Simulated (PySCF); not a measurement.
An unknown is described by computed data only.

Elements present: C, H and O. Monoisotopic mass: 168.0575 u.

| Quantity | Value |
| --- | --- |
| NMR, other nuclei | isotropic shieldings of nuclei other than C and H, by class: 105 (1 O) ppm [GIAO PBE0/pcSseg-1] |
| Couplings | largest of the computed one-bond spin–spin couplings (means over like bonds): 13C–1H +171.5 (×2), 13C–1H +167.9 (×2), 13C–1H +167.7 (×2), 13C–1H +167.7 (×2) Hz [B3LYP/pcJ-1, spin–dipole term left out] |
| 1H NMR | chemical shifts (computed TMS as zero) by class: 8.25 (2 H), 7.68 (2 H), 7.61 (2 H), 7.53 (2 H) ppm [GIAO PBE0/pcSseg-1] |
| UV, strongest line | among the 10 lowest singlet transitions: S5 at 6.20 eV (200 nm, f = 0.913) [TDDFT CAM-B3LYP/def2-SVPD] |
| UV, first state | lowest singlet excitation: 4.75 eV (261 nm, f = 0.026) [TDDFT CAM-B3LYP/def2-SVPD] |
| Triplet | lowest triplet excitation (Tamm–Dancoff): 3.50 eV [TDA CAM-B3LYP/def2-SVPD] |
| Dipole | 0.71 D [CAM-B3LYP/def2-SVPD] |
| Polarisability | 142.7 au [CAM-B3LYP/def2-SVPD] |
| Rotational structure | rotational constants A, B, C: 2.289, 0.601, 0.476 GHz [PBE0-D3(BJ)/def2-SVP] |
| 13C NMR | chemical shifts (computed TMS as zero) by class: 160.3 (2 C), 132.4 (2 C), 128.1 (2 C), 127.6 (2 C), 126.0 (2 C), 116.4 (2 C) ppm [GIAO PBE0/pcSseg-1] |

Electronic properties: PySCF, gas phase, density fitting. Levels stand in brackets. NMR shifts are as computed; neighbouring signals can stand in another order in a measured spectrum. Isolated species at its PBE0-D3(BJ)/def2-SVP geometry, gas phase. NMR classes are plain means over equivalent atoms (diastereotopic ones count apart unless rotation or inversion swaps them), as if these changed places fast.

Q: Which formula fits the mass and the elements?

A: C12H8O (calculated 168.0575). No other formula that holds each of these elements comes within 0.0003 u with a fitting electron parity and a possible valence count.

Q: Give a SMILES that accounts for the data.

A: Numbering: `[cH:1]1[cH:2][cH:3][c:4]2[c:5]([cH:6]1)[o:7][c:8]1[cH:9][cH:10][cH:11][cH:12][c:13]21`. Its formula, C12H8O, gives 9 degrees of unsaturation: 3 rings and 6 π bonds in the structure found (Kekulé form). 12 carbons fall into 6 classes; from least to most shielded: ring-fusion aromatic carbon [C5/C8] (160.3 ppm, 2 C), aromatic CH carbon [C1/C10] (132.4 ppm, 2 C), ring-fusion aromatic carbon [C4/C13] (128.1 ppm, 2 C), aromatic CH carbon [C2/C11] (127.6 ppm, 2 C), aromatic CH carbon [C3/C12] (126.0 ppm, 2 C), aromatic CH carbon [C6/C9] (116.4 ppm, 2 C). Hydrogen classes from least to most shielded: 2 H on 2 aromatic CH carbons, C3/C12 (8.25 ppm), 2 H on 2 aromatic CH carbons, C6/C9 (7.68 ppm), 2 H on 2 aromatic CH carbons, C1/C10 (7.61 ppm), 2 H on 2 aromatic CH carbons, C2/C11 (7.53 ppm). The other shieldings belong to: 105 ppm, furan-type oxygen [O7]. The couplings run between: +171.5 Hz, aromatic CH carbon [C6] and its hydrogen (with 1 like pair); +167.9 Hz, aromatic CH carbon [C2] and its hydrogen (with 1 like pair); +167.7 Hz, aromatic CH carbon [C3] and its hydrogen (with 1 like pair); +167.7 Hz, aromatic CH carbon [C1] and its hydrogen (with 1 like pair). The optimised geometry has point group C2v and is an asymmetric top. Structure: `C1=CC=C2C(=C1)OC1=CC=CC=C12` (dibenzofuran). The assignments are read from this structure; whether some other isomer fits the data as well wasn't checked.
